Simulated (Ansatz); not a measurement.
Input file for `[OH2+][In-]([F])([F])[F]`:

```yaml
crystal:
  periodic: [false, false, false]
  atoms:
    - {symbol: O, position_ang: [-1.132633, 0.539295, 0.266084]}
    - {symbol: In, position_ang: [0.704058, -0.612493, -0.373198]}
    - {symbol: F, position_ang: [1.046135, -0.939573, 1.513066]}
    - {symbol: F, position_ang: [0.237760, -2.084071, -1.526999]}
    - {symbol: F, position_ang: [1.372354, 1.041535, -1.146930]}
    - {symbol: H, position_ang: [-1.155224, 0.530430, 1.231668]}
    - {symbol: H, position_ang: [-1.011249, 1.456976, -0.009490]}
basis:
  gaussian: {orbitals: def2-TZVPP}
correlation: {method: ccsd_t}
output: {orbitals: {seedname: orbitals}}
```

```sh
$ ansatz run in.yaml --threads 4 --pin off --events-out ev --progress --plain
```

The program prints (abridged):

```
Functional definition: HF
1466 factors; integrals over basis functions are off by at most 7.7e-4 eV
mean field evaluation 1: about -15337.4232 eV, gradient 5.9e1 eV
mean field evaluation 2: about -15337.4687 eV, gradient 5.9e1 eV
mean field evaluation 4: about -15342.8182 eV, gradient 2.5e0 eV
mean field evaluation 8: about -15342.8588 eV, gradient 3.2e-1 eV
mean field -15342.85911795 eV, -563.8396728213 hartree, gradient 1.4e-6 eV, S^2 0.000000; 0 other end points of the search recorded, 0 dependent functions left out
8 core orbitals not correlated: weight in the atoms' cores, before any rotation towards them, 1.000 or more for the frozen orbitals, at most 0.000 for the correlated occupied ones
reference -15342.85911795 eV, -563.8396728213 hartree; 21, 21 occupied and 173, 173 virtual orbitals, 1466 factors
second order -35.17862291 eV of doubles, -0.00000000 eV of singles
cycle   1  -34.11124621 eV  change     1.1e0 eV  update   1.4e-1
cycle   2  -34.84078185 eV  change   -7.3e-1 eV  update   4.6e-2
cycle   3  -35.02397044 eV  change   -1.8e-1 eV  update   2.4e-2
cycle   4  -35.00970009 eV  change    1.4e-2 eV  update   7.1e-3
cycle   5  -35.00024645 eV  change    9.5e-3 eV  update   2.5e-3
cycle   6  -35.00150100 eV  change   -1.3e-3 eV  update   9.2e-4
cycle   7  -35.00177461 eV  change   -2.7e-4 eV  update   2.8e-4
cycle   8  -35.00154670 eV  change    2.3e-4 eV  update   1.0e-4
cycle   9  -35.00154336 eV  change    3.3e-6 eV  update   3.9e-5
perturbative correction -1.03647622 eV, -0.0380897987 hartree
Total energy: -15378.89713754 eV, -565.1640456137 hartree
```

Hardware: 4 threads of a server CPU on a shared host. Wall time 3.6 min, peak host memory 3.2 GiB.

Correlation energy per correlated electron: -0.858 eV. T1 diagnostic: 0.0155.
